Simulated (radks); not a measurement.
Polarisability of the calcium ion Ca3+, [Ne] 3s2 3p5, at imaginary frequency. Method: scalar-relativistic Kohn-Sham, LDA (Slater exchange, Perdew-Wang correlation), spin-polarised, spherical densities, finite nucleus; open shells are filled with parallel spins first; Fermi nuclear charge, rms radius 3.4776 fm; computed with a radial shooting solver on a logarithmic mesh with Libxc functionals. Response by self-consistent Sternheimer equations with the Hartree and adiabatic LDA kernel, the relativistic mass of each level held fixed and spin-orbit coupling left out.

w (hartree)  alpha1(iw) (bohr^3)
0.00266                    2.537
0.0143                     2.536
0.0360                     2.535
0.0697                     2.530
0.118                      2.517
0.186                      2.489
0.280                      2.432
0.413                      2.320
0.605                      2.118
0.892                      1.783
1.35                       1.310
2.12                      0.7909
3.59                      0.3751
6.94                      0.1348
17.5                     0.03178

Static values: alpha1 = 2.537 bohr^3 (0.3759 angstrom^3; uncoupled 4.084). C6 = 6.827, triple-dipole C9 = 12.72 atomic units. One-pole (London) frequency 4 C6 / (3 alpha1^2) = 1.415 hartree, against 2.170 for minus the highest occupied eigenvalue.
